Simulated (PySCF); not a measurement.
A structure optimised at PBE-D3(BJ)/def2-SVP, used in a PySCF frequency run:

```xyz
5

Mo     0.0000     0.0000     0.0309
O      0.0000    -1.3502     1.0424
O      0.0000     1.3502     1.0424
F     -1.5392     0.0000    -0.9988
F      1.5392     0.0000    -0.9988
```

### Question
Write its SMILES, formula and point group.

### Answer
[O]=[Mo](=[O])([F])[F], F2MoO2, C2v

### Question
What are its rotational constants (standard atomic weights)?

### Answer
3.8556, 3.4066, 3.1049 GHz
